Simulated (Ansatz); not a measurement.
Species: CH₄BO₃, net charge -1, singlet state. It need not be the lowest isomer of its formula. Whether it binds its extra electron was not tested at this geometry. 
Coordinates optimised at B3LYP-D3(BJ)/def2-TZVP (Ansatz, a first-principles code):
```
O
C 1 1.3982
H 2 1.0951 1 110.63
H 2 1.1017 3 108.87 1 121.76
H 2 1.1017 3 108.87 4 116.48
B 1 1.4393 2 116.54 3 0.00
O 6 1.2932 1 126.72 2 0.00
O 6 1.4384 7 125.59 3 180.00
H 8 0.9616 6 103.51 7 0.00
```
Charge -1, spin multiplicity 1.

Parts of the frozen-core correlation energy in cc-pwCVTZ (Ansatz, hartree). Frozen orbitals: 5; correlated occupied orbitals by spin: 15 and 15; virtual: 251 and 251. Spin-orbit coupling is left out. Non-relativistic.

```csv
term,value
reference (HF),-289.72687
MP2 opposite-spin,-0.76344
MP2 same-spin,-0.25819
CCSD correlation,-1.03279
(T),-0.04086
T1 diagnostic,0.013
largest doubles amplitude,0.024
```
